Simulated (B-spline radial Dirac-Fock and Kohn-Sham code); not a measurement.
Z = 30 (zinc), transition energy 310 keV. These are calculated numbers from a radial finite-basis atomic code; the model is a Dirac-Hartree-Slater potential of the neutral atom with a Latter tail (no hole, which puts coefficients of high multipoles low close above an edge), finite nucleus with surface currents. Subshells that would emit electrons below 1 keV are left out.

Question: A pure transition shows α(K) = 0.215, L1/L2 = 11.0 and L1/L3 = 9.38. What is its multipolarity?
A. E4
B. E2
C. E3
D. M2
E. E1
F. M4
G. M3
H. M1

Answer: F. For comparison, α(K), L1/L2, L1/L3 are E1 0.00189, 64.9, 37.2; E2 0.00880, 21.8, 19.0; E3 0.0355, 8.26, 9.17; E4 0.136, 3.94, 4.90; M1 0.00305, 48.5, 101; M2 0.0132, 25.8, 53.7; M3 0.0534, 16.0, 19.9.
